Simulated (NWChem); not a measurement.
System: Ca

The following NWChem deck was run.

```
start job
memory heap 200 mb stack 900 mb global 1100 mb
geometry units angstroms noautoz
  Ca     0.000000     0.000000     0.000000
end
basis spherical
  * library def2-tzvp
end
dft
  xc kt2
  iterations 150
  mulliken
end
task dft energy
```

NWChem printed, in part:

```
             Northwest Computational Chemistry Package (NWChem) 7.3.0
             --------------------------------------------------------

                             Geometry "geometry" -> ""
                             -------------------------

 Output coordinates in angstroms (scale by  1.889725989 to convert to a.u.)

  No.       Tag          Charge          X              Y              Z
 ---- ---------------- ---------- -------------- -------------- --------------
    1 Ca                  20.0000     0.00000000     0.00000000     0.00000000

 Effective nuclear repulsion energy (a.u.)       0.0000000000

                                 NWChem DFT Module
                                 -----------------

 Summary of "ao basis" -> "ao basis" (spherical)
 ------------------------------------------------------------------------------
       Tag                 Description            Shells   Functions and Types
 ---------------- ------------------------------  ------  ---------------------
 Ca                        def2-tzvp                14       36   6s5p3d

            General Information
            -------------------
          SCF calculation type: DFT
          Wavefunction type:  closed shell.
          No. of atoms     :     1
          No. of electrons :    20
           Alpha electrons :    10
            Beta electrons :    10
          Charge           :     0
          Spin multiplicity:     1
          Use of symmetry is: off; symmetry adaption is: off
          Maximum number of iterations: 150
          AO basis - number of functions:    36
                     number of shells:    14
          Convergence on energy requested:  1.00D-06
          Convergence on density requested:  1.00D-05
          Convergence on gradient requested:  5.00D-04

              XC Information
              --------------
                          KT2 Method XC Functional
                        Slater Exchange Functional  1.072 local
                           KT1 gradient correction  1.000 non-local
            Perdew 1991 LDA Correlation Functional  0.577 local

             Grid Information
             ----------------
          Grid used for XC integration:  medium
          Radial quadrature: Mura-Knowles
          Angular quadrature: Lebedev.
          Tag              B.-S. Rad. Rad. Pts. Rad. Cut. Ang. Pts.
          ---              ---------- --------- --------- ---------
          Ca                  1.80      112          10.0       590
          Grid pruning is: on
          Number of quadrature shells:   112
          Spatial weights used:  Erf1

      Superposition of Atomic Density Guess
      -------------------------------------

 Sum of atomic energies:        -676.74580109

      Non-variational initial energy
      ------------------------------

 Total energy =    -676.745801
 1-e energy   =    -926.428036
 2-e energy   =     249.682235
 HOMO         =      -0.195516
 LUMO         =       0.024047

     ---------------------------------------------
      Total Density - Mulliken Population Analysis
     ---------------------------------------------

    Atom       Charge   Shell Charges
 -----------   ------   -------------------------------------------------------
    1 Ca  20    20.00   2.00  2.00  1.19  0.76  1.08  0.96  5.99  4.69  1.31  0.01  0.00  0.00  0.00  0.00

   convergence    iter        energy       DeltaE   RMS-Dens  Diis-err
 ---------------- ----- ----------------- --------- --------- ---------
 d= 0,ls=0.0,diis     1   -681.7779937409 -6.82D+02  2.06D-02  5.27D-02
 d= 0,ls=0.0,diis     2   -681.7818795694 -3.89D-03  5.85D-03  9.12D-03
 d= 0,ls=0.0,diis     3   -681.7828957266 -1.02D-03  5.06D-04  3.81D-04
 d= 0,ls=0.0,diis     4   -681.7829298911 -3.42D-05  9.63D-05  6.57D-07
 d= 0,ls=0.0,diis     5   -681.7829300340 -1.43D-07  1.82D-07  3.52D-12

         Total DFT energy =     -681.782930033974
      One electron energy =     -927.470502066433
           Coulomb energy =      285.997214869467
    Exchange-Corr. energy =      -40.309642837009
 Nuclear repulsion energy =        0.000000000000

 Numeric. integr. density =       20.000000000968

                       DFT Final Molecular Orbital Analysis
                       ------------------------------------

 Vector    8  Occ=2.000000D+00  E=-1.040755D+00
              MO Center=  1.3D-16,  1.4D-16, -5.7D-17, r^2= 5.3D-01
   Bfn.  Coefficient  Atom+Function         Bfn.  Coefficient  Atom+Function
  ----- ------------  ---------------      ----- ------------  ---------------
    11      0.794307  1 Ca py                 8     -0.314309  1 Ca py
    10     -0.300958  1 Ca px                14      0.234779  1 Ca py
    12      0.132471  1 Ca pz                 7      0.119090  1 Ca px
    13     -0.088956  1 Ca px                 9     -0.052419  1 Ca pz
    15      0.039155  1 Ca pz

 Vector    9  Occ=2.000000D+00  E=-1.040755D+00
              MO Center=  1.0D-16, -8.8D-17, -2.8D-16, r^2= 5.3D-01
   Bfn.  Coefficient  Atom+Function         Bfn.  Coefficient  Atom+Function
  ----- ------------  ---------------      ----- ------------  ---------------
    10      0.736763  1 Ca px                12      0.387571  1 Ca pz
     7     -0.291538  1 Ca px                13      0.217770  1 Ca px
    11      0.214518  1 Ca py                 9     -0.153362  1 Ca pz
    15      0.114557  1 Ca pz                 8     -0.084885  1 Ca py
    14      0.063406  1 Ca py

 Vector   10  Occ=2.000000D+00  E=-1.366674D-01
              MO Center= -8.4D-15,  1.2D-14, -2.3D-14, r^2= 5.1D+00
   Bfn.  Coefficient  Atom+Function         Bfn.  Coefficient  Atom+Function
  ----- ------------  ---------------      ----- ------------  ---------------
     5      0.783061  1 Ca s                  6      0.388042  1 Ca s
     4     -0.298106  1 Ca s                  3     -0.263226  1 Ca s
     2      0.096461  1 Ca s                  1     -0.029431  1 Ca s

 Vector   11  Occ=0.000000D+00  E=-5.937574D-02
              MO Center=  2.8D-15,  2.7D-14, -3.5D-14, r^2= 2.3D+00
   Bfn.  Coefficient  Atom+Function         Bfn.  Coefficient  Atom+Function
  ----- ------------  ---------------      ----- ------------  ---------------
    31      0.331625  1 Ca d  2              28     -0.291957  1 Ca d -1
    36      0.281174  1 Ca d  2              26      0.268453  1 Ca d  2
    33     -0.247541  1 Ca d -1              29      0.245539  1 Ca d  0
    23     -0.236342  1 Ca d -1              34      0.208184  1 Ca d  0
    24      0.198766  1 Ca d  0              27     -0.095444  1 Ca d -2

 Vector   12  Occ=0.000000D+00  E=-5.937574D-02
              MO Center= -2.2D-14, -1.4D-14, -3.7D-14, r^2= 2.3D+00
   Bfn.  Coefficient  Atom+Function         Bfn.  Coefficient  Atom+Function
  ----- ------------  ---------------      ----- ------------  ---------------
    29      0.438511  1 Ca d  0              34      0.371799  1 Ca d  0
    24      0.354979  1 Ca d  0              28      0.204688  1 Ca d -1
    33      0.173548  1 Ca d -1              23      0.165697  1 Ca d -1
    31     -0.163475  1 Ca d  2              36     -0.138605  1 Ca d  2
    26     -0.132335  1 Ca d  2              27     -0.056476  1 Ca d -2

 Vector   13  Occ=0.000000D+00  E=-5.937574D-02
              MO Center= -2.0D-14,  5.8D-14, -4.0D-14, r^2= 2.3D+00
   Bfn.  Coefficient  Atom+Function         Bfn.  Coefficient  Atom+Function
  ----- ------------  ---------------      ----- ------------  ---------------
    28      0.351632  1 Ca d -1              31      0.343293  1 Ca d  2
    33      0.298137  1 Ca d -1              36      0.291067  1 Ca d  2
    23      0.284649  1 Ca d -1              26      0.277899  1 Ca d  2
    30      0.151488  1 Ca d  1              35      0.128442  1 Ca d  1
    25      0.122631  1 Ca d  1

     ---------------------------------------------
      Total Density - Mulliken Population Analysis
     ---------------------------------------------

    Atom       Charge   Shell Charges
 -----------   ------   -------------------------------------------------------
    1 Ca  20    20.00   2.00  2.00  1.24  0.72  1.34  0.69  5.99  4.75  1.22  0.04 -0.00  0.00  0.00  0.00

     -------------------------------------------
      Total Density - Lowdin Population Analysis
     -------------------------------------------

    Atom       Charge   Shell Charges
 -----------   ------   -------------------------------------------------------
    1 Ca  20    20.00   2.00  2.00  1.17  0.84  1.07  0.92  5.95  4.23  1.70  0.12  0.01  0.00  0.00  0.00
```

Level: KT2/def2-TZVP.
